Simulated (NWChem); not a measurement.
System: B2HO2 cation; SMILES O=BB=[OH+]

NWChem printed, in part:

```
             Northwest Computational Chemistry Package (NWChem) 7.3.0
             --------------------------------------------------------

                             Geometry "geometry" -> ""
                             -------------------------

 Output coordinates in angstroms (scale by  1.889725989 to convert to a.u.)

  No.       Tag          Charge          X              Y              Z
 ---- ---------------- ---------- -------------- -------------- --------------
    1 O                    8.0000     0.00170100    -2.16146400     0.00000000
    2 B                    5.0000    -0.00391000    -0.95339100     0.00000000
    3 B                    5.0000    -0.00321600     0.69669200     0.00000000
    4 O                    8.0000     0.00131900     1.92809000     0.00000000
    5 H                    1.0000     0.00736800     2.90856800     0.00000000

 Effective nuclear repulsion energy (a.u.)      72.7950697314

                                 NWChem DFT Module
                                 -----------------

 Summary of "ao basis" -> "ao basis" (spherical)
 ------------------------------------------------------------------------------
       Tag                 Description            Shells   Functions and Types
 ---------------- ------------------------------  ------  ---------------------
 O                          def2-svp                 6       14   3s2p1d
 B                          def2-svp                 6       14   3s2p1d
 H                          def2-svp                 3        5   2s1p

            General Information
            -------------------
          SCF calculation type: DFT
          Wavefunction type:  closed shell.
          No. of atoms     :     5
          No. of electrons :    26
           Alpha electrons :    13
            Beta electrons :    13
          Charge           :     1
          Spin multiplicity:     1
          Use of symmetry is: off; symmetry adaption is: off
          Maximum number of iterations: 150
          AO basis - number of functions:    61
                     number of shells:    27
          Convergence on energy requested:  1.00D-06
          Convergence on density requested:  1.00D-05
          Convergence on gradient requested:  5.00D-04

              XC Information
              --------------
                         B3LYP Method XC Potential
                     Hartree-Fock (Exact) Exchange  0.200
                        Slater Exchange Functional  0.800 local
                    Becke 1988 Exchange Functional  0.720 non-local
              Lee-Yang-Parr Correlation Functional  0.810
                  VWN I RPA Correlation Functional  0.190 local

             Grid Information
             ----------------
          Grid used for XC integration:  medium
          Radial quadrature: Mura-Knowles
          Angular quadrature: Lebedev.
          Tag              B.-S. Rad. Rad. Pts. Rad. Cut. Ang. Pts.
          ---              ---------- --------- --------- ---------
          O                   0.60       49          12.0       434
          B                   0.85       49          11.0       434
          H                   0.35       45          11.0       434
          Grid pruning is: on
          Number of quadrature shells:   241
          Spatial weights used:  Erf1

      Superposition of Atomic Density Guess
      -------------------------------------

 Sum of atomic energies:        -198.88957609

 Renormalizing density from      27.00 to     26

      Non-variational initial energy
      ------------------------------

 Total energy =    -195.095898
 1-e energy   =    -399.215880
 2-e energy   =     131.324913
 HOMO         =      -0.907336
 LUMO         =      -0.347763

     ---------------------------------------------
      Total Density - Mulliken Population Analysis
     ---------------------------------------------

    Atom       Charge   Shell Charges
 -----------   ------   -------------------------------------------------------
    1 O    8     8.76   1.99  1.23  0.52  3.47  1.53  0.01
    2 B    5     4.20   1.99  0.92  0.08  0.97  0.13  0.10
    3 B    5     4.16   1.99  0.92  0.13  0.87  0.15  0.10
    4 O    8     8.37   1.99  1.15  0.42  3.42  1.37  0.01
    5 H    1     0.52   0.43  0.04  0.06

[...]

                     NWChem Electrostatic Potential Fit Module
                     -----------------------------------------

 Atom parameters

 Number of atoms is                                    5
 Number of basis functions is                         61

 Grid parameters

 Maximum number of grid points is                  26586
 Number of grid points is                          26585
 Grid range                                     0.300000 nm
 Grid spacing                                   0.020000 nm
 Probe radius                                   0.070000 nm
 Atom radius factor                             1.000000

 Atomic radii

    1    0.100000
    5    0.158000
    8    0.136000
 FASTESP  F
  using M.O. file = ./job.movecs

    Atom              Coordinates                           Charge

                                                  ESP

    1 O     0.000170   -0.216146    0.000000   -0.236205
    2 B    -0.000391   -0.095339    0.000000    0.324654
    3 B    -0.000322    0.069669    0.000000    0.772774
    4 O     0.000132    0.192809    0.000000   -0.445405
    5 H     0.000737    0.290857    0.000000    0.584182
                                            ------------
                                                1.000000

 Dipole moment                                  1.165155

 Quadrupole moment Qxx                         -2.632991
                   Qyy                          5.266456
                   Qzz                         -2.633465

 RMS deviation kJ/mol                           0.032183

 RRMS %                                         1.141769
```

Level: B3LYP/def2-SVP. Coordinates come from a PBE-D3(BJ)/def2-SVP optimisation.

### Question
Write an input that gives this output.

### Answer
One answer among several that fit: the input that was run:
```
start job
memory heap 200 mb stack 900 mb global 1100 mb
charge 1
geometry units angstroms noautosym nocenter noautoz
  O      0.001701    -2.161464     0.000000
  B     -0.003910    -0.953391     0.000000
  B     -0.003216     0.696692     0.000000
  O      0.001319     1.928090     0.000000
  H      0.007368     2.908568     0.000000
end
basis spherical
  O library def2-svp
  B library def2-svp
  H library def2-svp
end
dft
  xc b3lyp
  iterations 150
  mulliken
end
task dft energy
esp
  recalculate
  probe 0.07
  range 0.3
  factor 1.0
  spacing 0.02
end
task esp
```
